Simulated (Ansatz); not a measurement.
`N=C1OB1N` + H–F → `N=C1OB1F` + NH₃ at 298.15 K and 1 bar (ligand exchange at a B–N bond).

Program: Ansatz. Geometries: PBE0-D4/def2-TZVP. ΔE: electronic, gas phase. CCSD(T)/CBS is the MP2 limit (def2-TZVPP, def2-QZVPP) plus CCSD(T) − MP2 in def2-TZVPP, frozen cores. This one scheme is used for every species. One conformer a species, not always the lowest.

| species | CCSD(T)/CBS energy (Eh) | H − E (kJ/mol) | S (J/(mol·K)) |
| --- | --- | --- | --- |
| `N=C1OB1N` | -249.24852 | 160.3 | 294.2 |
| H–F | -100.39570 | 33.5 | 173.6 |
| `N=C1OB1F` | -293.13993 | 93.7 | 287.6 |
| NH₃ | -56.50880 | 100.5 | 192.4 |

H − E and S are ideal-gas, rigid-rotor, harmonic terms from PBE0-D4/def2-TZVP, for one conformer and one mirror image of each species. 1 Eh = 2625.50 kJ/mol, R = 8.31446 J/(mol·K).

Question: By hand: ΔE, ΔH, ΔS and ΔG.

Answer: ΔE = (-293.13993) + (-56.50880) − (-249.24852) − (-100.39570) = -0.00451 Eh = -11.8 kJ/mol. Δ(H − E) = 93.7 + 100.5 − 160.3 − 33.5 = 0.4, so ΔH = -11.4 kJ/mol. ΔS = 287.6 + 192.4 − 294.2 − 173.6 = 12.2 J/(mol·K). ΔG = -11.4 − 298.15 × (12.2)/1000 = -15.0 kJ/mol.

Question: By hand: the equilibrium constant, and the temperature at which ΔG would vanish if ΔH and ΔS stayed fixed.

Answer: log₁₀ K = −ΔG/(RT ln 10) = 2.6. ΔH and −TΔS have one sign here, so there is no such temperature.

The number of gas molecules stays the same, so ΔS is small and ΔH decides. A doubt of 5 kJ/mol in ΔE shifts log₁₀ K by 0.9 here. Other conformers and mirror images would add mixing entropy, several J/(mol·K) or more a flexible species. These are equilibria of isolated gas molecules and say nothing of rates. Largest T1 diagnostic: 0.016 (customary marks: 0.02 for closed shells, 0.045 for open ones).

ΔS is within the doubt of such terms, so its sign, and with it that verdict, could turn.
